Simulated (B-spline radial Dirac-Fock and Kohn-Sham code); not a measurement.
**Satellites and hypersatellites of the K lines of W⁺**

System: W⁺ in the configuration [Xe] 4f14 5d4 6s1.

The run's input, task.json:

```json
{"items": [{
  "Z": 74,
  "q": 1,
  "cfg": [[1, 0, 2], [2, 0, 2], [2, 1, 6], [3, 0, 2], [3, 1, 6], [3, 2, 10], [4, 0, 2], [4, 1, 6], [4, 2, 10], [4, 3, 14], [5, 0, 2], [5, 1, 6], [5, 2, 4], [6, 0, 1]],
  "A": 184,
  "rrms": 5.3658,
  "do": ["binding", "quiet", "double"]
}]}
```

Run with: `python xray_run.py task.json out`

Level of theory: multi-electron Dirac-Fock with separately optimised hole states, Breit and Lamb-shift corrections added in first order; a radial finite-basis atomic code. Each two-hole energy is an average over J within one jj subconfiguration, not an observable level; in light atoms, where LS coupling holds, the j-resolved values are not observed lines, and for a K spectator the Kα1 hypersatellite is nearly forbidden. The model has no electron correlation.

Lines without a spectator: Kα2 (K-L2) 57977.4 eV, Kα1 (K-L3) 59314.9 eV, Kβ3 (K-M2) 66943.3 eV, Kβ1 (K-M3) 67236.1 eV. Shifts in eV with one spectator hole (a dash: not computed, or left out as unreliable):

| spectator hole | Kα2 | Kα1 | Kβ3 | Kβ1 |
| --- | --- | --- | --- | --- |
| K (1s) | +981.3 | +1055.4 | +1270.3 | +1287.6 |
| L2 (2p1/2) | +125.2 | +168.7 | – | +320.8 |
| L3 (2p3/2) | +94.5 | +103.7 | +241.5 | – |
| M2 (3p1/2) | – | +26.63 | +51.2 | +60.7 |
| M3 (3p3/2) | +14.52 | – | +43.5 | +44.0 |
| M4 (3d3/2) | +4.89 | +1.50 | – | – |
| M5 (3d5/2) | -0.50 | +3.54 | – | – |
